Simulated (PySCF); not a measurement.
A structure optimised at B3LYP-D3(BJ)/def2-SVP, used in a PySCF frequency run:

```
C
H 1 1.0984
H 1 1.0984 2 110.04
H 1 1.1010 2 109.18 3 119.58
S 1 1.8331 2 111.42 4 116.78
Te 5 2.4296 1 103.31 2 54.41
S 6 2.4296 5 103.65 1 86.00
C 7 1.8331 6 103.31 5 -86.00
H 8 1.0984 7 111.42 6 -54.41
H 8 1.0984 9 110.04 7 -123.64
H 8 1.1010 9 109.18 10 -119.58
```
Charge 0, spin multiplicity 1.

Write its SMILES, formula and point group.

CS[Te]SC, C2H6S2Te, Cs

What are its rotational constants (standard atomic weights)?

2.1203, 1.1830, 0.88523 GHz
